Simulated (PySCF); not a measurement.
Positional isomers: norbornane mercapto+boryl. Isolated molecules, 0 K electronic values unless said otherwise. One relaxed conformer stands for each flexible species; it need not be the lowest. Strings in code marks are SMILES.

Computed with PBE-D3(BJ)/def2-TZVP // PBE0-D3(BJ)/def2-SVP run with PySCF. Excitations are Tamm–Dancoff values on a coarser integration grid. The basis has no diffuse functions, so Rydberg states are missing or too high.

```
species                                S1 oscillator strength  S1–T1 gap (TDA) (eV)  S1 excitation (TDA) (eV)  HOMO–LUMO gap (eV)
-------------------------------------  ----------------------  --------------------  ------------------------  ------------------
`B[C@]12CC[C@](S)(CC1)C2`                               0.004                  0.04                      3.08                3.06
`[C@H]1([C@H]2C[C@@H]([C@H]1S)CC2)B`                    0.002                  0.04                      3.10                3.08
`[C@]12(CC[C@H]([C@H]2B)CC1)S`                          0.002                  0.03                      3.01                3.00
`B[C@@H]1[C@@H]2CC[C@H]1[C@H](S)C2`                     0.001                  0.02                      2.99                2.99
`[C@@H]1([C@H]2C[C@@H](C1)C[C@H]2S)B`                   0.026                  0.12                      3.41                3.33
`B[C@@H]1C[C@H]2[C@H](C[C@@H]1C2)S`                     0.001                  0.01                      3.24                3.23
```
